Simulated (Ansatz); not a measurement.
Geometry optimisation, Ansatz, RHF/def2-SVP.

The input (input.yaml):

```yaml
crystal:
  periodic: [false, false, false]
  atoms:
    - { symbol: B, position_ang: [0.0, 0.0, 0.0] }
    - { symbol: Cl, position_ang: [0.0, 0.0, 2.21] }
    - { symbol: "N", position_ang: [1.3423, 0.0, -0.775] }
    - { symbol: H, position_ang: [1.8089, -0.9179, -1.0268] }
    - { symbol: H, position_ang: [1.7937, 0.9179, -1.0532] }
    - { symbol: H, position_ang: [-1.0305, 0.0, -0.595] }
    - { symbol: S, position_ang: [0.0982, 2.076, 0.6906] }
    - { symbol: H, position_ang: [0.6507, 2.1151, 1.9763] }
    - { symbol: H, position_ang: [0.0608, 1.2857, 1.8263] }
basis:
  gaussian: { orbitals: def2-SVP }
hamiltonian:
  xc: hf
relax:
  f_tol: 0.15
  max_steps: 25
  restrain:
    - { distance: [0, 6], at: 3.09, k: 30.0 }
    - { distance: [8, 1], at: 2.57, k: 30.0 }
    - { distance: [0, 1], at: 1.86, k: 30.0 }
    - { distance: [8, 6], at: 1.4, k: 30.0 }
output:
  orbitals: {}
```

Run as:

```bash
$ ansatz run input.yaml --threads 1 --pin off --max-ram 2048MiB --backend cpu --events-out ev --progress --plain --runs-dir out
```

Problem. Where does it end, and by what steps?

Solution. The run converged. The restraints hold the end off the free minimum; the threshold counts their pulls, which the force column leaves out. Restrained pairs: B1–S7 (2.19 → 3.10 Å), Cl2–H9 (1.34 → 2.58 Å), B1–Cl2 (2.21 → 1.84 Å), S7–H9 (1.38 → 1.37 Å). After 14 steps the energy has fallen by 7.078 eV (the restraints' own energy left out); Cl2 moved furthest, 1.12 Å. The start is strongly strained (largest force component 8 eV/Å), so its close contacts needn't be bonds.

| step | energy less start (eV) | largest force component (eV/Å) | accepted |
| --- | --- | --- | --- |
| 0 | 0.0000 | 8.094 | yes |
| 1 | -1.5545 | 3.511 | yes |
| 2 | -2.1410 | 2.786 | yes |
| 3 | -2.7237 | 2.781 | yes |
| 4 | -3.7263 | 2.251 | yes |
| 5 | -4.9505 | 3.291 | yes |
| 6 | -5.8054 | 3.014 | yes |
| 7 | -6.2198 | 2.608 | yes |
| 8 | -6.6124 | 1.955 | yes |
| 9 | -6.8362 | 1.488 | yes |
| 10 | -7.0388 | 1.053 | yes |
| 11 | -7.0603 | 0.968 | yes |
| 12 | -7.0568 | 1.069 | yes |
| 13 | -7.0700 | 0.916 | yes |
| 14 | -7.0781 | 0.918 | yes |

```xyz
9
Properties=species:S:1:pos:R:3
B 0.079 -0.153 -0.095
Cl -0.044 -0.919 1.573
N 1.290 -0.218 -0.757
H 2.115 -0.609 -0.353
H 1.408 0.162 -1.675
H -0.914 0.284 -0.586
S 0.029 2.642 1.254
H 1.199 2.695 1.896
H -0.438 1.593 1.996
```

Run time: 32 s on 1 thread of Arm Neoverse V2, with other jobs on the host, peak memory 0.16 GiB.
